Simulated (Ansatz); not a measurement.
System: Si2H4 (charge 0, singlet). SMILES: [SiH3][SiH]
Coordinates optimised at B3LYP-D3(BJ)/def2-TZVP (Ansatz, a first-principles code):
```
Si
H 1 1.4846
H 1 1.4893 2 107.80
H 1 1.4893 2 107.80 3 -116.32
Si 1 2.3971 2 114.30 3 121.84
H 5 1.5236 1 88.28 2 -180.00
```

Computed values are from Ansatz. Correlated levels leave the core frozen unless marked. Open shells are spin-unrestricted. No spin-orbit coupling. No relativistic terms. CBS marks a two-point X^-3 extrapolation of the correlation energy; Hartree-Fock from the larger set. [CCSD(T)-MP2]/basis is that difference in the basis named.

The Hartree-Fock reference is unstable (checked in the largest basis), which strains HF and MP2. 

Task: What is the vertical ionisation energy (to the doublet) at RI-MP2/CBS(aug-cc-pV(T+d)Z,aug-cc-pV(Q+d)Z)+[CCSD(T)-MP2]/aug-cc-pV(T+d)Z?

Result: 8.94 eV.

Task: What is the vertical triplet-singlet gap at RI-MP2/CBS(aug-cc-pV(T+d)Z,aug-cc-pV(Q+d)Z)+[CCSD(T)-MP2]/aug-cc-pV(T+d)Z?

Result: 1.03 eV.

Task: What is the atomisation energy De at CCSD(T)/CBS(cc-pV(T+d)Z,cc-pV(Q+d)Z)?

Result: 367.0 kcal/mol.

Task: What is the dipole moment at CCSD(T)/aug-cc-pV(D+d)Z?

Result: 0.28 D.

Task: What is the total energy at CCSD(T)/CBS(cc-pV(T+d)Z,cc-pV(Q+d)Z)?

Result: -580.4639 Eh.
